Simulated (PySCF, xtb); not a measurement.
silicon monosulfide cation (SSi), SMILES [Si]=S (connectivity only; charge and spin as stated), charge +1, multiplicity 2.

Coordinates come from a r2SCAN-D4/def2-TZVPD optimisation. The spin state was assumed, not searched.

Level of theory: IEF-PCM-PBE0/def2-TZVPD in PySCF 2.14.0.

The values are the electrostatic part of the solvation free energy, E(continuum) − E(gas) at the gas-phase geometry, in a cavity of scaled van der Waals radii (PySCF's table); cavitation and dispersion terms are not included.

```tsv
solvent	ε	ΔG(elec) (kcal/mol)
water	78.36	-61.2
chloroform	4.71	-48.7
acetone	20.49	-58.9
```

For comparison, GFN2-xTB/ALPB(water) (xtb, at the GFN2-xTB geometry, all terms of that model) gives -49.3 kcal/mol.
